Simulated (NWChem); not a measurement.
The numbers come from NWChem runs, not from measurements. System: H2Pb, charge 0, spin multiplicity 1, at a geometry optimised with B3LYP/def2-SVP with def2 effective core potentials on Pb. The structure started from a generated list of species. Level: B3LYP/def2-SVP with def2 effective core potentials on Pb, VWN1-RPA local correlation.

Job file:

```
start mol
memory heap 200 mb stack 900 mb global 1100 mb
geometry units angstroms nocenter noautoz
  Pb     0.000000     0.000000    -0.031416
  H      1.321177     0.000000     1.288053
  H     -1.321177     0.000000     1.288053
  symmetry group C2v
end
basis spherical
  * library def2-svp
end
ecp
  Pb library def2-ecp
end
dft
  xc b3lyp
  semidirect memsize 60000000 filesize 0
  iterations 100
end
task dft energy
```

Output (cleaned and shortened):

```
             Northwest Computational Chemistry Package (NWChem) 7.3.0
             --------------------------------------------------------

                                NWChem Input Module
                                -------------------

 Scaling coordinates for geometry "geometry" by  1.889725989
 (inverse scale =  0.529177249)

 Turning off AUTOSYM since
 SYMMETRY directive was detected!

                             Geometry "geometry" -> ""
                             -------------------------

 Output coordinates in angstroms (scale by  1.889725989 to convert to a.u.)

  No.       Tag          Charge          X              Y              Z
 ---- ---------------- ---------- -------------- -------------- --------------
    1 Pb                  82.0000     0.00000000     0.00000000    -0.03141600
    2 H                    1.0000     1.32117700     0.00000000     1.28805300
    3 H                    1.0000    -1.32117700     0.00000000     1.28805300

 Effective nuclear repulsion energy (a.u.)      46.6785138478

            Nuclear Dipole moment (a.u.)
            ----------------------------
        X                 Y               Z
 ---------------- ---------------- ----------------
     0.0000000000     0.0000000000    -0.0000113384

      Symmetry information
      --------------------

 Group name             C2v
 Group number             16
 Group order               4
 No. of unique centers     2

      Symmetry unique atoms

     1    2


 Summary of "ao basis" -> "" (spherical)
 ------------------------------------------------------------------------------
       Tag                 Description            Shells   Functions and Types
 ---------------- ------------------------------  ------  ---------------------
 *                          def2-svp                  on all atoms

                                 NWChem DFT Module
                                 -----------------

 Summary of "ao basis" -> "ao basis" (spherical)
 ------------------------------------------------------------------------------
       Tag                 Description            Shells   Functions and Types
 ---------------- ------------------------------  ------  ---------------------
 Pb                         def2-svp                10       26   4s4p2d
 H                          def2-svp                 3        5   2s1p

 Summary of "ao basis" -> "ao basis" (spherical)
 ------------------------------------------------------------------------------
       Tag                 Description            Shells   Functions and Types
 ---------------- ------------------------------  ------  ---------------------
 Pb                         def2-svp                10       26   4s4p2d
 H                          def2-svp                 3        5   2s1p

      Symmetry analysis of basis
      --------------------------

        a1         16
        a2          3
        b1         10
        b2          7

            General Information
            -------------------
          SCF calculation type: DFT
          Wavefunction type:  closed shell.
          No. of atoms     :     3
          No. of electrons :    24
           Alpha electrons :    12
            Beta electrons :    12
          Charge           :     0
          Spin multiplicity:     1
          Use of symmetry is: on ; symmetry adaption is: on
          Maximum number of iterations: 100
          AO basis - number of functions:    36
                     number of shells:    16
          Convergence on energy requested:  1.00D-06
          Convergence on density requested:  1.00D-05
          Convergence on gradient requested:  5.00D-04

              XC Information
              --------------
                         B3LYP Method XC Potential
                     Hartree-Fock (Exact) Exchange  0.200
                        Slater Exchange Functional  0.800 local
                    Becke 1988 Exchange Functional  0.720 non-local
              Lee-Yang-Parr Correlation Functional  0.810
                  VWN I RPA Correlation Functional  0.190 local

             Grid Information
             ----------------
          Grid used for XC integration:  medium
          Radial quadrature: Mura-Knowles
          Angular quadrature: Lebedev.
          Tag              B.-S. Rad. Rad. Pts. Rad. Cut. Ang. Pts.
          ---              ---------- --------- --------- ---------
          Pb                  1.80      123           8.0       590
          H                   0.35       45           8.0       434
          Grid pruning is: on
          Number of quadrature shells:   168
          Spatial weights used:  Erf1

          Convergence Information
          -----------------------
          Convergence aids based upon iterative change in
          total energy or number of iterations.
          Levelshifting, if invoked, occurs when the
          HOMO/LUMO gap drops below (HL_TOL):  1.00D-02
          DIIS, if invoked, will attempt to extrapolate
          using up to (NFOCK): 10 stored Fock matrices.

                    Damping( 0%)  Levelshifting(0.5)       DIIS
                  --------------- ------------------- ---------------
          dE  on:    start            ASAP                start
          dE off:    2 iters        100 iters           100 iters

      Screening Tolerance Information
      -------------------------------
          Density screening/tol_rho:  1.00D-10
          AO Gaussian exp screening on grid/accAOfunc:  14
          CD Gaussian exp screening on grid/accCDfunc:  20
          XC Gaussian exp screening on grid/accXCfunc:  20
          Schwarz screening/accCoul:  1.00D-08

      Superposition of Atomic Density Guess
      -------------------------------------

 Sum of atomic energies:        -220.35865129

      Non-variational initial energy
      ------------------------------

 Total energy =    -192.679636
 1-e energy   =    -361.969134
 2-e energy   =     156.619457
 HOMO         =      -0.237230
 LUMO         =      -0.072992

      Symmetry analysis of molecular orbitals - initial
      -------------------------------------------------

  Numbering of irreducible representations:

     1 a1          2 a2          3 b1          4 b2

  Orbital symmetries:

     1 a1          2 b1          3 a1          4 b2          5 b1
     6 a1          7 a1          8 b2          9 a2         10 a1
    11 b1         12 a1         13 b2         14 b1         15 a1
    16 a1         17 b1         18 a1         19 b2         20 a1
    21 a2         22 b2

------------------------------------------------------------
EAF file 0: "./mol.aoints.0" size=524288 bytes
------------------------------------------------------------
               write      read    awrite     aread      wait
               -----      ----    ------     -----      ----
     calls:        1         0         0         0         0
   data(b): 5.24e+05  0.00e+00  0.00e+00  0.00e+00
   time(s): 0.00e+00  0.00e+00  0.00e+00  0.00e+00  0.00e+00
rate(mb/s): 0.00e+00  0.00e+00
------------------------------------------------------------

   convergence    iter        energy       DeltaE   RMS-Dens  Diis-err    time
 ---------------- ----- ----------------- --------- --------- ---------  ------
 d= 0,ls=0.0,diis     1   -194.0806841575 -2.07D+02  2.33D-02  6.24D-02     0.2
 d= 0,ls=0.0,diis     2   -194.0900599096 -9.38D-03  7.49D-03  1.82D-02     0.2
 d= 0,ls=0.0,diis     3   -194.0938349023 -3.77D-03  1.91D-03  2.89D-03     0.2
 d= 0,ls=0.0,diis     4   -194.0944023433 -5.67D-04  2.27D-04  1.31D-05     0.2
 d= 0,ls=0.0,diis     5   -194.0944044966 -2.15D-06  5.16D-05  1.84D-06     0.3
 d= 0,ls=0.0,diis     6   -194.0944049006 -4.04D-07  1.83D-06  8.14D-10     0.3

         Total DFT energy =     -194.094404900619
      One electron energy =     -362.402113125941
           Coulomb energy =      172.440170033180
    Exchange-Corr. energy =      -16.802502612822
 Nuclear repulsion energy =       12.670040804964

 Numeric. integr. density =       23.999984554611

     Total iterative time =      0.2s

                  Occupations of the irreducible representations
                  ----------------------------------------------

                     irrep           alpha         beta
                     --------     --------     --------
                     a1                6.0          6.0
                     a2                1.0          1.0
                     b1                3.0          3.0
                     b2                2.0          2.0

                       DFT Final Molecular Orbital Analysis
                       ------------------------------------

 Vector   10  Occ=2.000000D+00  E=-5.104630D-01  Symmetry=a1
              MO Center=  7.4D-16,  1.4D-16,  2.8D-01, r^2= 1.9D+00
   Bfn.  Coefficient  Atom+Function         Bfn.  Coefficient  Atom+Function
  ----- ------------  ---------------      ----- ------------  ---------------
     3      0.819659  1 Pb s                  1     -0.579770  1 Pb s
     4      0.263052  1 Pb s                 27      0.142103  2 H  s
    32      0.142103  3 H  s                  2     -0.070310  1 Pb s
    13      0.063431  1 Pb pz                28      0.047441  2 H  s
    33      0.047441  3 H  s

 Vector   11  Occ=2.000000D+00  E=-2.759733D-01  Symmetry=b1
              MO Center=  3.3D-15, -2.4D-16,  8.2D-01, r^2= 3.0D+00
   Bfn.  Coefficient  Atom+Function         Bfn.  Coefficient  Atom+Function
  ----- ------------  ---------------      ----- ------------  ---------------
    11      0.363596  1 Pb px                27      0.300412  2 H  s
    32     -0.300412  3 H  s                 28      0.224669  2 H  s
    33     -0.224669  3 H  s                 14      0.186203  1 Pb px
    20      0.157265  1 Pb d  1               8     -0.135106  1 Pb px
     5     -0.132254  1 Pb px                25     -0.035233  1 Pb d  1

 Vector   12  Occ=2.000000D+00  E=-2.397634D-01  Symmetry=a1
              MO Center= -2.9D-15, -7.3D-16,  2.4D-01, r^2= 3.4D+00
   Bfn.  Coefficient  Atom+Function         Bfn.  Coefficient  Atom+Function
  ----- ------------  ---------------      ----- ------------  ---------------
    13     -0.393665  1 Pb pz                 3      0.363489  1 Pb s
     4      0.274124  1 Pb s                 16     -0.253636  1 Pb pz
    27     -0.245205  2 H  s                 32     -0.245205  3 H  s
     1     -0.239566  1 Pb s                 28     -0.210866  2 H  s
    33     -0.210866  3 H  s                 10      0.145700  1 Pb pz

 Vector   13  Occ=0.000000D+00  E=-1.143442D-01  Symmetry=b2
              MO Center= -3.7D-15, -4.2D-14, -1.7D-02, r^2= 3.6D+00
   Bfn.  Coefficient  Atom+Function         Bfn.  Coefficient  Atom+Function
  ----- ------------  ---------------      ----- ------------  ---------------
    15      0.597479  1 Pb py                12      0.547131  1 Pb py
     9     -0.192092  1 Pb py                 6     -0.186801  1 Pb py

 Vector   14  Occ=0.000000D+00  E= 1.320577D-02  Symmetry=b1
              MO Center= -1.4D-15, -2.9D-16, -2.8D-02, r^2= 5.1D+00
   Bfn.  Coefficient  Atom+Function         Bfn.  Coefficient  Atom+Function
  ----- ------------  ---------------      ----- ------------  ---------------
    14      1.064045  1 Pb px                28     -0.742208  2 H  s
    33      0.742208  3 H  s                 11      0.363092  1 Pb px
    27     -0.196945  2 H  s                 32      0.196945  3 H  s
    20     -0.177775  1 Pb d  1               8     -0.122359  1 Pb px
     5     -0.118006  1 Pb px

 Vector   15  Occ=0.000000D+00  E= 3.565364D-02  Symmetry=a1
              MO Center=  1.3D-14,  8.1D-16, -1.6D-02, r^2= 5.3D+00
   Bfn.  Coefficient  Atom+Function         Bfn.  Coefficient  Atom+Function
  ----- ------------  ---------------      ----- ------------  ---------------
    16      1.114884  1 Pb pz                28     -0.916433  2 H  s
    33     -0.916433  3 H  s                  3      0.633045  1 Pb s
     4      0.508631  1 Pb s                 13      0.319816  1 Pb pz
     1     -0.297939  1 Pb s                 27     -0.168837  2 H  s
    32     -0.168837  3 H  s                 21      0.109758  1 Pb d  2

 center of mass
 --------------
 x =   0.00000000 y =   0.00000000 z =  -0.03543393

 moments of inertia (a.u.)
 ------------------
          12.411446056864           0.000000000000           0.000000000000
           0.000000000000          24.975644974572           0.000000000000
           0.000000000000           0.000000000000          12.564198917707

     Multipole analysis of the density
     ---------------------------------

     L   x y z        total         alpha         beta         nuclear
     -   - - -        -----         -----         ----         -------
     0   0 0 0     -0.000000    -12.000000    -12.000000     24.000000

     1   1 0 0     -0.000000     -0.000000     -0.000000      0.000000
     1   0 1 0     -0.000000     -0.000000     -0.000000      0.000000
     1   0 0 1     -0.570713     -2.066380     -2.066380      3.562047

     2   2 0 0    -24.536095    -18.501371    -18.501371     12.466647
     2   1 1 0      0.000000      0.000000      0.000000      0.000000
     2   1 0 1      0.000000      0.000000      0.000000      0.000000
     2   0 2 0    -19.218070     -9.609035     -9.609035      0.000000
     2   0 1 1     -0.000000     -0.000000     -0.000000      0.000000
     2   0 0 2    -25.567906    -18.747406    -18.747406     11.926906

 Task  times  cpu:        0.3s     wall:        0.3s

 Total times  cpu:        0.3s     wall:        0.3s
```
